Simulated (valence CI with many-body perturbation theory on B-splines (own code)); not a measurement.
# Pr I: calculation against measured levels

Computed by relativistic CI+MBPT: five valence electrons over a frozen Dirac-Fock core [Xe], radial functions for each j: 7 s, 7 p, 7 d, 7 f, 4 g, 2 h, with the one-electron correlation potential Σ1, the two-electron term Σ2, the three-electron term Σ3, Breit, model QED; selected CI, second order for the rest (own B-spline code, finite nucleus).

Against 15 measured levels this calculation errs by 1697 cm⁻¹ on average and by 2465 at most. These come from a selection out of the NIST Handbook of Basic Atomic Spectroscopic Data. Levels without a partner in it may be off by more, other configurations by several thousand cm⁻¹. Among the levels kept, up to 2800 cm⁻¹ of a level comes from second order outside the variational space, and about a tenth of that is noise between levels of different J, which matters for small intervals.

Measured levels: NIST Handbook of Basic Atomic Spectroscopic Data (Sansonetti and Martin, J. Phys. Chem. Ref. Data 34, 1559 (2005)). Pairs share parity and J, and are chosen by configuration, term and nearness in energy; levels without a clear partner are left out. Energies in cm⁻¹ above the measured ground level.

Names give the largest LS component (configuration and term), which can be under half, so a name can repeat, a term be missing and a line seem to break the LS rules; names also repeat where a configuration has a term twice. Letters in brackets count levels of one name in rising energy.

```
        Computed label         Label in the source  Measured  Computed  Difference
       4f3 6s2 4I°_9/2                 4f3 6s2 4I°         0       0.0           0
      4f3 6s2 4I°_11/2                 4f3 6s2 4I°    1376.6    1463.4         +87
      4f3 6s2 4I°_13/2                 4f3 6s2 4I°    2846.8    2970.0        +123
      4f3 6s2 4I°_15/2                 4f3 6s2 4I°    4381.1    4494.4        +113
     4f2 5d 6s2 2H_9/2           4f2(3H) 5d 6s2 4I    4432.2    2099.4       -2333
    4f2 5d 6s2 4K_11/2           4f2(3H) 5d 6s2 4K    4866.5    2406.8       -2460
     4f2 5d 6s2 4I_9/2           4f2(3H) 5d 6s2 2H    5822.9    3476.9       -2346
    4f2 5d 6s2 4I_11/2           4f2(3H) 5d 6s2 4I    6313.2    4130.1       -2183
 4f2 5d 6s2 4H_7/2 [a]           4f2(3H) 5d 6s2 4H    6535.5    4642.3       -1893
    4f2 5d 6s2 4K_13/2           4f2(3H) 5d 6s2 4K    6603.6    4234.6       -2369
    4f2 5d2 6s 6L_11/2  4f2(3H) 5d2(3F) (5L) 6s 6L    6714.2    5158.3       -1556
4f2 5d 6s2 2H_11/2 [a]           4f2(3H) 5d 6s2 2H    6892.9    4427.5       -2465
    4f2 5d2 6s 6L_13/2  4f2(3H) 5d2(3F) (5L) 6s 6L    7630.2    5962.9       -1667
    4f2 5d 6s2 4I_13/2           4f2(3H) 5d 6s2 4I    7951.3    5780.8       -2170
 4f2 5d 6s2 4H_9/2 [a]           4f2(3H) 5d 6s2 4H    8029.2    6243.6       -1786
4f2 5d 6s2 4H_11/2 [a]           4f2(3H) 5d 6s2 4H    9675.0    7768.9       -1906
```

Over 15 excited levels the mean absolute difference is 1697 cm⁻¹, the median 1906 and the largest 2465. The comparison draws on a selection of the measured levels: 16 of the 206 computed ones have a partner in it, and others may be off by more.
